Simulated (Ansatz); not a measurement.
Isolated molecules relaxed with PBE0-D4/def2-TZVP in Ansatz; ΔE leaves out vibrations. CBS: MP2 limit from def2 TZ/QZ plus the TZ coupled-cluster correction, frozen cores. Functionals use def2-TZVPP. Each species was taken in one conformer, which may not be the lowest.

Reaction (redistribution): `CC(C)O[SiH](F)F` + `C[SiH2]BS` → `C[SiH2][SiH](F)F` + `CC(C)OBS`

CCSD(T)/CBS gives -0.04 eV.

(1) Another level gave -0.03 eV. Which?
A. PBE0/def2-TZVPP
B. PBE-D4/def2-TZVPP
C. MP2/def2-TZVPP
D. ωB97X-V/def2-TZVPP

Largest T1 diagnostic among the species: 0.014.

Answers

(1) C. MP2/def2-TZVPP -0.03, PBE-D4 -0.21, PBE0 -0.16, ωB97X-V -0.11 eV.

From PBE to PBE0 (25 % exact exchange), in def2-TZVPP and without D4, ΔE moves by +0.07 eV. The D4 term adds +0.03 eV with B3LYP and +0.02 eV with PBE0; it sums over pairs of atoms, weighted by their polarisabilities, and B3LYP, whose exchange is more repulsive, gets the larger term.

B3LYP here is the variant with VWN-RPA as its local correlation; programs differ in this.
